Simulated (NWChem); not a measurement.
System meant: Si$_{2}$NH$_{7}$O; SMILES N[SiH2]O[SiH3]

NWChem input:

```
start job
memory heap 200 mb stack 900 mb global 1100 mb
geometry units angstroms noautoz
  Si     0.234107     1.765753    -0.039452
  O     -0.777683     0.483012     0.323428
  Si    -0.686104    -1.188701     0.106665
  N      0.920784    -1.823945    -0.007415
  H      0.695432     1.713320    -1.474576
  H     -0.529907     3.037224     0.183652
  H      1.453914     1.765121     0.844915
  H     -1.355459    -1.790992     1.302306
  H     -1.376158    -1.534681    -1.179640
  H      1.544344    -1.847607     0.802013
  H      1.448526    -1.764796    -0.880496
end
basis spherical
  * library def2-svp
end
dft
  odft
  mult 2
  xc pbe0
  iterations 150
  mulliken
end
task dft energy
```

End of the output:

```
 Summary of "ao basis" -> "" (spherical)
 ------------------------------------------------------------------------------
       Tag                 Description            Shells   Functions and Types
 ---------------- ------------------------------  ------  ---------------------
 *                          def2-svp                  on all atoms

                                 NWChem DFT Module
                                 -----------------

 Summary of "ao basis" -> "ao basis" (spherical)
 ------------------------------------------------------------------------------
       Tag                 Description            Shells   Functions and Types
 ---------------- ------------------------------  ------  ---------------------
 Si                         def2-svp                 8       18   4s3p1d
 O                          def2-svp                 6       14   3s2p1d
 N                          def2-svp                 6       14   3s2p1d
 H                          def2-svp                 3        5   2s1p

 Summary of "ao basis" -> "ao basis" (spherical)
 ------------------------------------------------------------------------------
       Tag                 Description            Shells   Functions and Types
 ---------------- ------------------------------  ------  ---------------------
 Si                         def2-svp                 8       18   4s3p1d
 O                          def2-svp                 6       14   3s2p1d
 N                          def2-svp                 6       14   3s2p1d
 H                          def2-svp                 3        5   2s1p

  number of electrons :                   50
  multiplicity        :                    2
 ------------------------------------------------------------------------
  no. of electrons and multiplicity not compatible                  50
 ------------------------------------------------------------------------
 ------------------------------------------------------------------------
  current input line :
    26: task dft energy
 ------------------------------------------------------------------------
 ------------------------------------------------------------------------
 There is an error in the input file
 ------------------------------------------------------------------------
 For more information see the NWChem manual at https://nwchemgit.github.io

0: no. of electrons and multiplicity not compatible:Received an Error in Communication
```

### Question
Find the fault in this run and fix the input.

### Answer
The input was rejected before any calculation. Cause: the multiplicity doesn't fit the number of electrons (an even count wants an odd multiplicity, and the reverse). This input runs:
```
start job
memory heap 200 mb stack 900 mb global 1100 mb
geometry units angstroms noautoz
  Si     0.234107     1.765753    -0.039452
  O     -0.777683     0.483012     0.323428
  Si    -0.686104    -1.188701     0.106665
  N      0.920784    -1.823945    -0.007415
  H      0.695432     1.713320    -1.474576
  H     -0.529907     3.037224     0.183652
  H      1.453914     1.765121     0.844915
  H     -1.355459    -1.790992     1.302306
  H     -1.376158    -1.534681    -1.179640
  H      1.544344    -1.847607     0.802013
  H      1.448526    -1.764796    -0.880496
end
basis spherical
  * library def2-svp
end
dft
  xc pbe0
  iterations 150
  mulliken
end
task dft energy
```
It converges to -712.58637 Ha (PBE0/def2-SVP).
